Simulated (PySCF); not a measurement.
A structure optimised at PBE-D3(BJ)/def2-SVP, used in a PySCF frequency run:

```xyz
9

F     -1.6396    -0.2049     1.4106
C     -0.6369     0.4408     0.7569
C     -0.6369     0.4408    -0.7569
F     -1.6396    -0.2049    -1.4106
C      0.3593    -0.4008     0.0000
Cl     2.0840    -0.0242     0.0000
H     -0.2818     1.3483     1.2778
H     -0.2818     1.3483    -1.2778
H      0.1332    -1.4806     0.0000
```

Task: Write its SMILES, formula and point group.

Result: F[C@@H]1[C@H](F)[C@H]1Cl, C3H3ClF2, Cs

Task: What are its rotational constants (standard atomic weights)?

Result: 4.7359, 1.7944, 1.4029 GHz
